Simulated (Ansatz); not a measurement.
Born–Oppenheimer molecular dynamics of BrH₄OPZn (8 atoms, charge 0, multiplicity 1). It starts at the highest image of a converged band. Of that band: A vibrational analysis at the climbing image gives 2 clearly imaginary modes (617i, 52i cm⁻¹): a point of higher order, so a lower path passes nearby.

Level of theory: RKS B3LYP-D4/def2-SVP in Ansatz 0.2.0.

```yaml
ensemble: NVE (velocity Verlet)
time_step: 0.5 fs
steps_asked: 200
starting_velocities_drawn_for: 100 K
seed: 9458
```

First frame:

```xyz
8
Properties=species:S:1:pos:R:3
Zn -0.746 -0.376 -0.288
Br 1.776 -0.968 -1.298
O -2.199 -1.175 -0.961
H 1.780 0.233 -0.139
P 0.626 1.031 0.969
H -1.985 -1.803 -1.664
H 0.174 2.375 1.037
H 0.572 0.684 2.344
```

(1) How far do the bonds stretch over the last three quarters of this one trajectory? (Pairs bonded in most of those frames.)

Results:

(1) 
```json
{"bond": "Zn1–Br2", "mean (Å)": "2.828", "spread (Å)": "0.090", "shortest": "2.73", "longest": "3.03"}
{"bond": "Zn1–O3", "mean (Å)": "1.797", "spread (Å)": "0.016", "shortest": "1.77", "longest": "1.82"}
{"bond": "Zn1–P5", "mean (Å)": "2.329", "spread (Å)": "0.031", "shortest": "2.28", "longest": "2.36"}
{"bond": "Br2–H4", "mean (Å)": "1.488", "spread (Å)": "0.033", "shortest": "1.43", "longest": "1.54"}
{"bond": "O3–H6", "mean (Å)": "0.967", "spread (Å)": "0.012", "shortest": "0.95", "longest": "0.98"}
{"bond": "P5–H7", "mean (Å)": "1.427", "spread (Å)": "0.004", "shortest": "1.42", "longest": "1.44"}
{"bond": "P5–H8", "mean (Å)": "1.427", "spread (Å)": "0.013", "shortest": "1.41", "longest": "1.45"}
```

Mean temperature of the second half: 202 K. The conserved energy stayed within 0.038 meV per atom of its start (net change 0.0088 meV per atom), so the integration is sound. The system heated up, since it started high on the potential surface and ran downhill. A run of 0.1 ps of so small a system gives no equilibrium averages. The orbitals stay closed-shell, which can raise the energy where a bond breaks towards radicals; this wasn't checked here.

Run time: 8.8 min on 2 threads of Intel(R) Xeon(R) 6975P-C (Granite Rapids) (shared host), peak memory 0.32 GiB.
